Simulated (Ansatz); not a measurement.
Ansatz (a program for electronic structure) input (B3LYP-D3(BJ)/def2-TZVP):

Ansatz 0.2 input:
```yaml
crystal:
  periodic: [false, false, false]
  atoms:
    - {symbol: W, position_ang: [0.06833537, 0.12437509, 0.10256563]}
    - {symbol: O, position_ang: [1.30943601, -0.68607671, -0.68606428]}
    - {symbol: O, position_ang: [-0.63794453, -1.05820541, 1.06265526]}
    - {symbol: F, position_ang: [-1.15874995, 0.52783339, -1.17806493]}
basis:
  gaussian:
    orbitals: def2-TZVP
hamiltonian:
  xc: b3lyp
  dispersion: d3bj
total_charge: 1
phonons: {temperatures: {t_min: 298.15, t_max: 298.15, t_step: 100}}
```

Output:

```
Functional definition: B3LYP
integrals: 0.05 GiB planned
851 factors; their error is unknown
mean field: 0.44 GiB planned
mean field evaluation 1: about -8596.0811 eV, gradient 1.5e2 eV
mean field evaluation 2: about -8181.4702 eV, gradient 4.0e2 eV
mean field evaluation 4: about -8623.9226 eV, gradient 8.1e1 eV
mean field evaluation 8: about -8633.6986 eV, gradient 4.7e-1 eV
mean field evaluation 16: about -8633.7271 eV, gradient 3.2e-4 eV
mean field -8633.72706029 eV, -317.2836173151 hartree, gradient 5.1e-5 eV, S^2 0.000000; 0 other end points of the search recorded, 0 dependent functions left out
the calculation of the forces begins
reference -8633.72726801 eV, -317.2836249489 hartree; 19, 19 occupied and 114, 114 virtual orbitals, 851 factors
these checks for a lower state are left out or cut short: stability, starts, cluster_reference, orbital_swaps, neighbouring_geometries, increment
integrals: 0.05 GiB planned
851 factors; their error is unknown
mean field: 0.44 GiB planned
mean field -8633.72692596 eV, -317.2836123788 hartree, gradient 1.8e-6 eV, S^2 0.000000; 0 other end points of the search recorded, 0 dependent functions left out
the calculation of the forces begins
reference -8633.72713366 eV, -317.2836200117 hartree; 19, 19 occupied and 114, 114 virtual orbitals, 851 factors
these checks for a lower state are left out or cut short: stability, starts, cluster_reference, orbital_swaps, neighbouring_geometries, increment
integrals: 0.05 GiB planned
851 factors; their error is unknown
mean field: 0.44 GiB planned
mean field evaluation 32: about -8633.7269 eV, gradient 9.6e-4 eV
mean field -8633.72692228 eV, -317.2836122435 hartree, gradient 1.7e-6 eV, S^2 0.000000; 0 other end points of the search recorded, 0 dependent functions left out
the calculation of the forces begins
reference -8633.72713003 eV, -317.2836198781 hartree; 19, 19 occupied and 114, 114 virtual orbitals, 851 factors
these checks for a lower state are left out or cut short: stability, starts, cluster_reference, orbital_swaps, neighbouring_geometries, increment
integrals: 0.05 GiB planned
851 factors; their error is unknown
mean field: 0.44 GiB planned
mean field -8633.72684452 eV, -317.2836093857 hartree, gradient 1.7e-6 eV, S^2 0.000000; 0 other end points of the search recorded, 0 dependent functions left out
the calculation of the forces begins
reference -8633.72705223 eV, -317.2836170191 hartree; 19, 19 occupied and 114, 114 virtual orbitals, 851 factors
these checks for a lower state are left out or cut short: stability, starts, cluster_reference, orbital_swaps, neighbouring_geometries, increment
integrals: 0.05 GiB planned
851 factors; their error is unknown
mean field: 0.44 GiB planned
mean field -8633.72684722 eV, -317.2836094851 hartree, gradient 1.8e-6 eV, S^2 0.000000; 0 other end points of the search recorded, 0 dependent functions left out
the calculation of the forces begins
reference -8633.72705496 eV, -317.2836171193 hartree; 19, 19 occupied and 114, 114 virtual orbitals, 851 factors
these checks for a lower state are left out or cut short: stability, starts, cluster_reference, orbital_swaps, neighbouring_geometries, increment
integrals: 0.05 GiB planned
851 factors; their error is unknown
mean field: 0.44 GiB planned
mean field -8633.72697404 eV, -317.2836141458 hartree, gradient 1.8e-6 eV, S^2 0.000000; 0 other end points of the search recorded, 0 dependent functions left out
the calculation of the forces begins
reference -8633.72718179 eV, -317.2836217803 hartree; 19, 19 occupied and 114, 114 virtual orbitals, 851 factors
these checks for a lower state are left out or cut short: stability, starts, cluster_reference, orbital_swaps, neighbouring_geometries, increment
integrals: 0.05 GiB planned
851 factors; their error is unknown
mean field: 0.44 GiB planned
mean field -8633.72693523 eV, -317.2836127194 hartree, gradient 1.8e-6 eV, S^2 0.000000; 0 other end points of the search recorded, 0 dependent functions left out
the calculation of the forces begins
reference -8633.72714293 eV, -317.2836203524 hartree; 19, 19 occupied and 114, 114 virtual orbitals, 851 factors
these checks for a lower state are left out or cut short: stability, starts, cluster_reference, orbital_swaps, neighbouring_geometries, increment
integrals: 0.05 GiB planned
851 factors; their error is unknown
mean field: 0.44 GiB planned
mean field evaluation 64: about -8633.6988 eV, gradient 1.2e0 eV
mean field -8633.72700137 eV, -317.2836151500 hartree, gradient 1.8e-6 eV, S^2 0.000000; 0 other end points of the search recorded, 0 dependent functions left out
the calculation of the forces begins
reference -8633.72720909 eV, -317.2836227835 hartree; 19, 19 occupied and 114, 114 virtual orbitals, 851 factors
these checks for a lower state are left out or cut short: stability, starts, cluster_reference, orbital_swaps, neighbouring_geometries, increment
integrals: 0.05 GiB planned
851 factors; their error is unknown
mean field: 0.44 GiB planned
mean field -8633.72700858 eV, -317.2836154151 hartree, gradient 1.8e-6 eV, S^2 0.000000; 0 other end points of the search recorded, 0 dependent functions left out
the calculation of the forces begins
reference -8633.72721631 eV, -317.2836230491 hartree; 19, 19 occupied and 114, 114 virtual orbitals, 851 factors
these checks for a lower state are left out or cut short: stability, starts, cluster_reference, orbital_swaps, neighbouring_geometries, increment
integrals: 0.05 GiB planned
851 factors; their error is unknown
mean field: 0.44 GiB planned
mean field -8633.72700467 eV, -317.2836152711 hartree, gradient 1.8e-6 eV, S^2 0.000000; 0 other end points of the search recorded, 0 dependent functions left out
the calculation of the forces begins
reference -8633.72721238 eV, -317.2836229044 hartree; 19, 19 occupied and 114, 114 virtual orbitals, 851 factors
these checks for a lower state are left out or cut short: stability, starts, cluster_reference, orbital_swaps, neighbouring_geometries, increment
integrals: 0.05 GiB planned
851 factors; their error is unknown
mean field: 0.44 GiB planned
mean field -8633.72701717 eV, -317.2836157305 hartree, gradient 1.8e-6 eV, S^2 0.000000; 0 other end points of the search recorded, 0 dependent functions left out
the calculation of the forces begins
reference -8633.72722490 eV, -317.2836233647 hartree; 19, 19 occupied and 114, 114 virtual orbitals, 851 factors
these checks for a lower state are left out or cut short: stability, starts, cluster_reference, orbital_swaps, neighbouring_geometries, increment
integrals: 0.05 GiB planned
851 factors; their error is unknown
mean field: 0.44 GiB planned
mean field evaluation 96: about -8633.7269 eV, gradient 9.6e-4 eV
mean field -8633.72693331 eV, -317.2836126490 hartree, gradient 1.8e-6 eV, S^2 0.000000; 0 other end points of the search recorded, 0 dependent functions left out
the calculation of the forces begins
reference -8633.72714105 eV, -317.2836202831 hartree; 19, 19 occupied and 114, 114 virtual orbitals, 851 factors
these checks for a lower state are left out or cut short: stability, starts, cluster_reference, orbital_swaps, neighbouring_geometries, increment
integrals: 0.05 GiB planned
851 factors; their error is unknown
mean field: 0.44 GiB planned
mean field -8633.72696936 eV, -317.2836139735 hartree, gradient 1.8e-6 eV, S^2 0.000000; 0 other end points of the search recorded, 0 dependent functions left out
the calculation of the forces begins
reference -8633.72717707 eV, -317.2836216069 hartree; 19, 19 occupied and 114, 114 virtual orbitals, 851 factors
these checks for a lower state are left out or cut short: stability, starts, cluster_reference, orbital_swaps, neighbouring_geometries, increment
integrals: 0.05 GiB planned
851 factors; their error is unknown
mean field: 0.44 GiB planned
mean field -8633.72704408 eV, -317.2836167197 hartree, gradient 1.8e-6 eV, S^2 0.000000; 0 other end points of the search recorded, 0 dependent functions left out
the calculation of the forces begins
reference -8633.72725181 eV, -317.2836243534 hartree; 19, 19 occupied and 114, 114 virtual orbitals, 851 factors
these checks for a lower state are left out or cut short: stability, starts, cluster_reference, orbital_swaps, neighbouring_geometries, increment
integrals: 0.05 GiB planned
851 factors; their error is unknown
mean field: 0.44 GiB planned
mean field -8633.72706047 eV, -317.2836173220 hartree, gradient 1.8e-6 eV, S^2 0.000000; 0 other end points of the search recorded, 0 dependent functions left out
the calculation of the forces begins
reference -8633.72726820 eV, -317.2836249558 hartree; 19, 19 occupied and 114, 114 virtual orbitals, 851 factors
Total energy: -8633.85436532 eV, -317.2882956888 hartree
Atom 0 at     0.068335     0.124375     0.102566 Å, force     0.000107    -0.000070     0.000105 eV/Å
Atom 1 at     1.309436    -0.686077    -0.686064 Å, force    -0.000059     0.000037     0.000001 eV/Å
Atom 2 at    -0.637945    -1.058205     1.062655 Å, force    -0.000002     0.000048    -0.000050 eV/Å
Atom 3 at    -1.158750     0.527833    -1.178065 Å, force    -0.000047    -0.000015    -0.000055 eV/Å
Dipole moment:     0.265588     0.847309     0.476068 e Å
Vibrations: 247.82 266.51 389.63 759.82 1038.53 1090.20 cm⁻¹, zero-point energy 0.235106 eV
```
